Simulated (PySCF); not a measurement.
**Working out the ionisation energy of Ir**

Ir [Xe] 4f14 5d7 6s2 (4F) → Ir⁺ [Xe] 4f14 5d7 6s1 (5F). Computed with PySCF 2.14 in x2c-TZVPPall (11s7p7d3f1g, 97 functions), with scalar relativity by spin-free X2C-1e. Frozen: [Kr] 4d10 4f14. Energies in hartree (1 hartree = 27.21139 eV):

```
            part     Ir (lower)    Ir⁺ (upper)
             UHF  -17823.950624  -17823.691106
CCSD correlation      -0.459113      -0.401254
             (T)      -0.016241      -0.010526
```

What does Hartree-Fock give?

(-17823.691106) − (-17823.950624) = 0.259518 hartree = 7.062 eV.

What do CCSD and CCSD(T) give?

The CCSD correlation energies differ by 0.057859 hartree = 1.574 eV and the triples by 0.005715 hartree = 0.156 eV, so CCSD gives 8.636 eV and CCSD(T) 8.792 eV.

Measured between the centres of the two terms (NIST): 8.926 eV, so CCSD(T) (valence and next inner shell) is off by -0.134 eV.

What remains against the reference includes basis incompleteness, the frozen core and higher excitations.
